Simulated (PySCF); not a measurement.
2-chlorobuta-1,3-diene (C4H5Cl), SMILES C=CC(=C)Cl. Geometry optimised at B3LYP-D3(BJ)/def2-SVP. One conformer was computed; it need not be the lowest.

**Question.** Give the equilibrium geometry at B3LYP-D3(BJ)/def2-SVP (PySCF confirms it by a frequency run) as bond lengths and angles, and its point group. (The exact figures need the calculation; the answer reports its results.)

**Answer.** This is not unique; one that fits is point group Cs.
Atoms: C1 C2 C3 C4 Cl5 H6 H7 H8 H9 H10. Bonded distances (Å): C1–C2 1.340, C1–H6 1.092, C1–H7 1.092, C2–C3 1.463, C2–H8 1.095, C3–C4 1.342, C3–Cl5 1.758, C4–H9 1.093, C4–H10 1.090. Bond angles (°): C2–C1–H6 121.3, C2–C1–H7 120.8, H6–C1–H7 117.9, C1–C2–C3 126.5, C1–C2–H8 119.8, C3–C2–H8 113.7, C2–C3–C4 123.9, C2–C3–Cl5 116.9, C4–C3–Cl5 119.2, C3–C4–H9 119.5, C3–C4–H10 121.9, H9–C4–H10 118.6.
